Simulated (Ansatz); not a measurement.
Ideal-gas functions of P₄S₃, SMILES `s1p2sp3p1p3s2` at 400 K and 1 bar, from an Ansatz frequency run at PBE0-D4/def2-TZVP.

Molar mass 220.1 g/mol, point group C3v (symmetry number 3), electronic degeneracy 1, moments of inertia 483.535, 537.388, 537.389 u Å². Harmonic wavenumbers (cm⁻¹, unscaled): 193, 225, 225, 300, 300, 356, 360, 360, 440, 458, 459, 467, 508, 508, 512.

Use S(trans) = R[1.5 ln M + 2.5 ln T − 1.1517]; rotational temperatures θ = 24.2544 K / I; S(rot) = R[ln(√π/σ · √(T³/θAθBθC)) + 1.5]; for each mode x = 1.438777 ν̃/T, S = R[x/(eˣ − 1) − ln(1 − e⁻ˣ)] and H = RT x/(eˣ − 1); 1 cm⁻¹ = 0.0119627 kJ/mol; R = 8.31446 J/(mol·K).

**Question.** By hand: the entropy, in J/(mol·K).

**Answer.** Translation 182.2. Rotation: θ = 0.0502, 0.0451, 0.0451 K, giving 121.0. Vibration, mode by mode: 11.51, 10.30, 10.30, 8.07, 8.07, 6.80, 6.72, 6.72, 5.31, 5.04, 5.03, 4.92, 4.37, 4.37, 4.32, in all 101.9. Electronic 0.0. Sum 405.1 J/(mol·K).

**Question.** By hand: H − E and G − E in kJ/mol, counted from the electronic energy.

**Answer.** Zero-point energy ½ × 5671 × 0.0119627 = 33.9; thermal vibration 23.9; translation, rotation and pV give 4 RT = 13.3. H − E = 71.1 kJ/mol, and G − E = 71.1 − 400 × 405.1/1000 = -90.9 kJ/mol.

Vibration gives 25 % of the entropy.
